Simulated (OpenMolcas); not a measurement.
## A ladder of methods for GeSiH4O2 (SMILES [OH][Ge][O][SiH3])

The species is GeSiH4O2 (8 atoms), meant as a singlet with charge 0. As SMILES, `[OH][Ge][O][SiH3]`. Geometry: relaxed at PBE0-D4/def2-TZVP. This is one conformer, not always the lowest.

```xyz
8

O     1.4101    2.5053    0.1495
Ge    1.6239    0.9026   -0.5814
O     0.0843    0.2002    0.0310
Si   -0.7151   -1.2291   -0.0566
H     0.5872    2.5773    0.6466
H    -2.0460   -1.0180   -0.6825
H     0.0486   -2.2147   -0.8727
H    -0.9008   -1.7808    1.3103
```

Quantity: the HOMO–LUMO gap, in eV. The values are calculated.

| level | kind | program | value (eV) | CPU time |
| --- | --- | --- | --- | --- |
| SVWN5/def2-SVP | LDA | OpenMolcas | 4.02 | 19 s |
| PBE/def2-SVP | GGA | OpenMolcas | 4.05 | 27 s |
| revPBE/def2-SVP | GGA | OpenMolcas | 4.07 | 26 s |
| M06-L/def2-SVP | meta-GGA | OpenMolcas | 4.44 | 36 s |
| r2SCAN/def2-SVP | meta-GGA | OpenMolcas | 4.42 | 32 s |
| BHLYP/def2-SVP | global hybrid | OpenMolcas | 8.00 | 24 s |
| PBE0/def2-SVP | global hybrid | OpenMolcas | 6.05 | 25 s |
| B2PLYP/def2-SVP | double hybrid | OpenMolcas | 8.22 | 18 s |

All-electron rows without a relativistic Hamiltonian named are non-relativistic. The values span 4.02 to 8.22 eV. Orbital gaps aren't excitation energies, and those of double hybrids come from the SCF part alone; they tend to grow with the share of exact exchange. CPU times are rough (shared hosts, several kinds of processor): they show what a rung costs within a factor of a few.
